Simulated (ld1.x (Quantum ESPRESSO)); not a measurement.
# Ranking TM potentials for tungsten (W)

All share these settings but for the change named:

ld1.x (Quantum ESPRESSO) 7.5 input, shortened:

```
&input
   title='W', zed=74., rel=1, dft='PZ', iswitch=3,
   config='[Xe] 4f14 5d4 6s2 6p0'
 /
 &inputp
   pseudotype=2, tm=.true., lloc=-2, rcloc=1.45,
   nlcc=.false.
 /
3
5S  1  0   2.00   0.00  1.90  1.90  0.0
5P  2  1   6.00   0.00  2.05  2.05  0.0
5D  3  2   4.00   0.00  2.05  2.05  0.0
 &test
   configts(1)='5s2 5p6 5d4 6s2 6p0'
 /
```

Occupied shells without a wave of their own: 6s. They enter only through the test configuration that unscreens the potential.

Cutoff: the first of the cutoffs (Ry, on a coarse ladder) from which the occupation-weighted sum of valence levels, in a spherical-Bessel basis at the reference potential, stays within 10 and 1 mRy of its value at 400 Ry; the density cutoff is not measured.

The base gives 35 Ry.

Of 10 variants that were run, those that failed, showed a ghost or another fault, or gave nearly equal values are left out.

A variant can come out equal or close to the base.

Rank these variants from softest to hardest (loose cutoff).
A. wave 5p (bound): rc 2.05 bohr becomes 5p (bound): rc 2.84 bohr
B. wave 5p (bound): rc 2.05 bohr becomes 5p (bound): rc 1.70 bohr
C. wave 5p (bound): rc 2.05 bohr becomes 5p (bound): rc 1.46 bohr
D. wave 5p (bound): rc 2.05 bohr becomes 5p (bound): rc 1.28 bohr

A (35 Ry), B (45 Ry), C (80 Ry), D (100 Ry).
